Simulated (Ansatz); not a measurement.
Coupled-cluster diagnostics for Hg3S2⁺, Ansatz.

Geometry of the doublet (PBE-D4/def2-SVP):

```xyz
5

Hg   -2.677    0.679   -2.721
Hg    1.189    0.498    1.007
Hg    3.336    1.352    2.842
S    -1.070   -2.215   -0.458
S    -0.779   -0.315   -0.670
```

In the def2 sets Hg takes a core potential; there is no spin–orbit coupling. Correlated methods freeze 10 core orbitals; core or outer-core shells of Hg are correlated, in sets that lack core-valence functions. The structure comes from a short search, and lower isomers may exist.

**Question.** Estimate the CCSD(T) correlation energy, the shares of MP2 and (T), T1 and the reference's ⟨S²⟩ for: charge 1, doublet, own geometry in def2-SVP; and the rough time on 4 threads of Arm Neoverse V2 on a shared host.

**Answer.** 
```tsv
state	basis	correlation (eV)	MP2 share (%)	(T) share (%)	T1	⟨S²⟩ (pure)	wall time	remarks
charge 1, doublet, own geometry	def2-SVP	-35.900	100.7	2.8	0.040	1.57 (0.75)	5.2 min	spin-contaminated
```
Customary marks for T1 are 0.02 (closed shells), 0.045 (open shells) and about 0.05 (3d metals). T1 exceeds 0.02 in 1 of 1 rows and 0.045 in 0; the higher it lies, the less the single-reference result can be trusted.
